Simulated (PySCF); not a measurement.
# Vertical excitation energies

Species: C6H7FO.
Numbering: `[O:1]=[C:2]([F:3])[C:4]1=[CH:5][CH2:6][CH2:7][CH2:8]1` (hydrogens: H9 on C5; H10, H11 on C6; H12, H13 on C7; H14, H15 on C8)

Method: TDDFT B3LYP/def2-SVPD, vertical, gas phase, core orbitals frozen in the response (PySCF). One conformer (not necessarily the lowest) at the GFN2-xTB geometry, without solvent, vibrations or thermal averaging.

Q: What does the calculation give for the low-lying excited states?

A: 

| state | E (eV) | E (kJ/mol) | λ (nm) | f | \|μ\| (D) | main configurations (H = HOMO, L = LUMO) |
| --- | --- | --- | --- | --- | --- | --- |
| S1 | 5.09 | 491 | 243.6 | 0.0014 | 0.27 | H-1→L (97%) |
| S2 | 5.42 | 523 | 228.6 | 0.271 | 3.63 | H→L (94%) |
| S3 | 6.86 | 662 | 180.6 | 0.0006 | 0.15 | H-4→L (57%), H-2→L (32%) |
| S4 | 6.88 | 663 | 180.3 | 0.0020 | 0.28 | H→L+1 (93%) |
| S5 | 6.99 | 674 | 177.4 | 0.0015 | 0.24 | H-3→L (95%) |
| S6 | 7.22 | 697 | 171.7 | 0.0001 | 0.06 | H-5→L (78%), H-6→L (17%) |
| S7 | 7.30 | 704 | 169.8 | 0.116 | 2.05 | H-2→L (54%), H-4→L (32%) |
| S8 | 7.79 | 751 | 159.2 | 0.023 | 0.88 | H→L+2 (46%), H-6→L (27%), H-7→L (9%) |

Triplets, Tamm–Dancoff:

| state | E (eV) | λ (nm) | main configurations (H = HOMO, L = LUMO) |
| --- | --- | --- | --- |
| T1 | 3.48 | 356.2 | H→L (95%) |
| T2 | 4.64 | 267.2 | H-1→L (96%) |
| T3 | 6.07 | 204.3 | H-6→L (36%), H-2→L (30%), H-5→L (10%) |

The lowest singlet comes at 244 nm (491 kJ/mol) in the ultraviolet; it is very weak; its leading configuration is HOMO-1→LUMO (97%). The strongest level in the table is S2 at 5.42 eV (229 nm, f = 0.271). Löwdin shares by element: HOMO carbon 70% or more (atoms not listed hold the other 31%); LUMO carbon 62% or more, oxygen 19% (atoms not listed hold the other 18%). The listed states span 2.70 eV, and the widest gap between neighbours is 1.44 eV (S2 to S3). The oscillator strengths of these states sum to 0.416; summed over the whole spectrum of an exact calculation they would give the number of electrons, 60 (Thomas–Reiche–Kuhn). Of the 8 states listed, 3 reach f = 0.01 and 1 stays under 0.0005. The window holds the lowest 8 singlets.

Rough CPU time on one thread of a shared machine: about 90 s.
